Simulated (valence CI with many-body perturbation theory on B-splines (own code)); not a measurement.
Gd49+: key properties

Calculated by configuration interaction combined with many-body perturbation theory (CI+MBPT): five valence electrons over a frozen Dirac-Fock core [Ne], a basis of 9 s, 9 p, 8 d, 6 f, 3 g, 1 h functions for each j, with the one-electron correlation potential Σ1 (screened to all orders), the two-electron term Σ2, the three-electron term Σ3, Breit, model QED; selected single and double excitations, second order for the rest, scaled by the run's own slope (own B-spline code, finite nucleus).

No measured spectrum was set against this ion. As an estimate, large intervals hold to a few tenths of a per cent, small ones and those within an open d or f shell to about a per cent. Among the levels kept, up to 1200 cm⁻¹ of a level comes from second order outside the variational space, and about a tenth of that is noise between levels of different J, which matters for small intervals.

Levels are named by their leading jj configuration (3d3/2^4 stands for four electrons in 3d with j = 3/2), which in mixed levels can hold well under half, so a name can repeat and another be missing.

Rates and lifetimes use the calculated energies. Strong lines usually hold to 10 to 20 %, long lifetimes can be off by a factor of two.

**Question.** What is the ground level?

**Answer.** (3s^2 3p1/2^2 3p3/2) J=3/2, composition 46 % 3s2 3p3 2P° + 26 % 3s2 3p3 4S° + 26 % 3s2 3p3 2D°, g = 1.361.

**Question.** Among levels below 518.93 eV, which E1 lines absorb most strongly from the ground level?

**Answer.** to (3s^2 3p1/2 3p3/2 3d3/2) J=3/2 at 3.123 nm, f = 0.301; to (3s^2 3p1/2 3p3/2 3d3/2) J=5/2 at 3.181 nm, f = 0.270; to (3s^2 3p1/2 3p3/2 3d3/2) J=1/2 at 3.122 nm, f = 0.110.

**Question.** What is the ionisation energy?

**Answer.** 4296.5 eV; NIST lists 4294 ± 4 eV (theoretical).

**Question.** How well does LS coupling describe the low levels?

**Answer.** Among the lowest 20 levels the leading LS term, summed over configurations, holds 53 % on average. For single configurations the figures are 51 % in LS and 93 % in jj coupling. Terms mix most in the J = 5/2 level at 240.45 eV, where the leading one holds 30 %.

**Question.** Where does the other parity begin?

**Answer.** At (3s^2 3p1/2^2 3d3/2) J=3/2, 190.25 eV.

**Question.** What are the static dipole polarisabilities of the lowest levels?

**Answer.** (3s^2 3p1/2^2 3p3/2) J=3/2 0.00570 (tensor 0.00045) bohr³, of which the core gives 8.69e-05.

**Question.** Name the longest-lived excited levels whose lifetime is computed, and their main decay.

**Answer.** (3s^2 3p1/2 3p3/2 3d5/2) J=9/2 at 407.43 eV lives 1.55 μs, mostly by M1 to (3s^2 3p1/2 3p3/2 3d3/2) J=7/2; (3s^2 3p1/2 3p3/2^2) J=5/2 at 176.67 eV lives 116 ns, mostly by M1 to (3s^2 3p1/2^2 3p3/2) J=3/2; (3s^2 3p1/2 3p3/2^2) J=1/2 at 189.31 eV lives 33.2 ns, mostly by M1 to (3s^2 3p1/2^2 3p3/2) J=3/2.
